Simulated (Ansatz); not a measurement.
`CO[Si]Cl` + H–F → `F[Si]Cl` + CH₃OH at 400 K and 1 bar (ligand exchange at the Si–O bond).

Program: Ansatz. Geometries: PBE0-D4/def2-TZVP. ΔE: electronic, gas phase. CBS: MP2 limit from def2 TZ/QZ plus the TZ coupled-cluster correction, frozen cores. This one scheme is used for every species. One conformer a species, not always the lowest.

| species | CCSD(T)/CBS energy (Eh) | H − E (kJ/mol) | S (J/(mol·K)) |
| --- | --- | --- | --- |
| `CO[Si]Cl` | -863.93892 | 141.0 | 345.2 |
| H–F | -100.39570 | 36.5 | 182.2 |
| `F[Si]Cl` | -848.72390 | 26.7 | 290.0 |
| CH₃OH | -115.61712 | 151.2 | 252.6 |

H − E and S are ideal-gas, rigid-rotor, harmonic terms from PBE0-D4/def2-TZVP, for one conformer and one mirror image of each species. 1 Eh = 2625.50 kJ/mol, R = 8.31446 J/(mol·K).

Question: By hand: ΔE, ΔH, ΔS and ΔG.

Answer: ΔE = (-848.72390) + (-115.61712) − (-863.93892) − (-100.39570) = -0.00640 Eh = -16.8 kJ/mol. Δ(H − E) = 26.7 + 151.2 − 141.0 − 36.5 = 0.4, so ΔH = -16.4 kJ/mol. ΔS = 290.0 + 252.6 − 345.2 − 182.2 = 15.2 J/(mol·K). ΔG = -16.4 − 400 × (15.2)/1000 = -22.5 kJ/mol.

Question: By hand: the equilibrium constant, and the temperature at which ΔG would vanish if ΔH and ΔS stayed fixed.

Answer: log₁₀ K = −ΔG/(RT ln 10) = 2.9. ΔH and −TΔS have one sign here, so there is no such temperature.

TΔS isn't small against ΔH here. A doubt of 5 kJ/mol in ΔE shifts log₁₀ K by 0.7 here. Other conformers and mirror images would add mixing entropy, several J/(mol·K) or more a flexible species. These are equilibria of isolated gas molecules and say nothing of rates. Largest T1 diagnostic: 0.014 (customary marks: 0.02 for closed shells, 0.045 for open ones).
